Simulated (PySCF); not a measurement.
Cl3Ge, SMILES [Cl][Ge]([Cl])[Cl], multiplicity 2. Atoms are numbered in the order given.

```xyz
4

Cl     1.7733    -1.0238    -0.2951
Ge     0.0000     0.0000     0.4703
Cl    -1.7733    -1.0238    -0.2951
Cl     0.0000     2.0476    -0.2951
```
Charge 0, spin multiplicity 2.

Geometry: B3LYP-D3(BJ)/def2-SVP. The isomer is the one that the SMILES or the coordinates give; other isomers of the formula were not compared.

The numbers are results of PBE0/def2-TZVPD run with PySCF, not measurements.

Mulliken values depend strongly on the basis, most of all with diffuse functions as here. Atomic charges (e):

| atom | Mulliken | meta-Löwdin | Mulliken spin |
|---|---|---|---|
| Cl1 | -0.31 | -0.25 | 0.13 |
| Ge2 | 0.93 | 0.74 | 0.61 |
| Cl3 | -0.31 | -0.25 | 0.13 |
| Cl4 | -0.31 | -0.25 | 0.13 |
